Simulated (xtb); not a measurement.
Species: C$_{9}$H$_{20}$, SMILES `CCC(CC)(CC)CC` (charge 0, multiplicity 1).

Question: Give a relaxed geometry from xtb with GFN2-xTB.

Answer: This is not unique; one that fits is the end point of this relaxation, one of several conformers (outside a Z-matrix the atoms follow the SMILES, hydrogens last).
Z-matrix (Å, degrees):
```
C
C 1 1.5433
H 2 1.0918 1 108.30
H 2 1.0918 3 106.53 1 -116.30
C 2 1.5251 3 108.49 4 -116.62
H 5 1.0866 2 111.46 3 176.90
H 5 1.0866 6 108.63 2 -123.18
H 5 1.0886 6 107.89 7 -116.71
C 1 1.5433 2 111.12 3 63.40
H 9 1.0918 1 108.30 2 63.40
H 9 1.0918 10 106.53 1 -116.30
C 9 1.5251 10 108.49 11 -116.62
H 12 1.0866 9 111.46 10 176.90
H 12 1.0866 13 108.63 9 -123.18
H 12 1.0886 13 107.89 14 -116.71
C 1 1.5433 2 106.22 3 -57.57
H 16 1.0918 1 108.30 2 57.57
H 16 1.0918 17 106.53 1 116.30
C 16 1.5251 17 108.49 18 116.62
H 19 1.0866 16 111.46 17 -176.90
H 19 1.0866 20 108.63 16 123.18
H 19 1.0886 20 107.89 21 116.71
C 1 1.5433 2 111.12 3 -178.55
H 23 1.0918 1 108.30 2 -178.55
H 23 1.0918 24 106.53 1 -116.30
C 23 1.5251 24 108.49 25 -116.62
H 26 1.0866 23 111.46 24 176.90
H 26 1.0866 27 108.63 23 -123.18
H 26 1.0886 27 107.89 28 -116.71
```
